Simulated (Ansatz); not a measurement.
Computed with Ansatz.

C₃H₅BrSi (`[SiH3]C1=CC1Br`) at its PBE0-D4/def2-TZVP geometry, where that method's forces vanish. The species carries charge 0 and has multiplicity 1.

```tsv
atom	x (Å)	y (Å)	z (Å)
Si1	-1.4115	-0.1574	-0.9537
C2	-0.0441	0.0972	0.2576
C3	0.4502	0.1150	1.4660
C4	1.4088	0.3550	0.4106
Br5	2.6998	-1.0439	-0.0822
H6	-1.0504	-1.2960	-1.8319
H7	-2.6737	-0.4408	-0.2282
H8	-1.5563	1.0752	-1.7675
H9	0.3000	-0.0152	2.5249
H10	1.8773	1.3109	0.2044
```

(1) For each bond, give half the difference of the two atoms' forces along it (eV/Å; positive pushes the atoms apart) under PBE-D4, r2SCAN-D4, B3LYP-D4, ωB97M-V in def2-TZVPP. (An estimate is asked.)

Answers

(1) The calculation gave: 
```
  bond  length (Å)  PBE-D4  r2SCAN-D4  B3LYP-D4  ωB97M-V
Si1–C2       1.844   -0.42      -0.19      0.01     0.17
Si1–H6       1.483    0.09      -0.01     -0.07    -0.14
Si1–H7       1.483    0.08      -0.02     -0.06    -0.12
Si1–H8       1.484    0.09      -0.01     -0.06    -0.13
 C2–C3       1.306    0.70       0.31      0.06    -0.08
 C2–C4       1.484    0.39       0.17      0.11     0.17
 C3–C4       1.446    0.30       0.07      0.11     0.28
 C3–H9       1.077   -0.19      -0.13     -0.11    -0.11
C4–Br5       1.966    0.15       0.26      0.32    -0.06
C4–H10       1.084    0.01      -0.12     -0.19    -0.21
```

B3LYP here is the variant with VWN-RPA as its local correlation; programs differ in this.
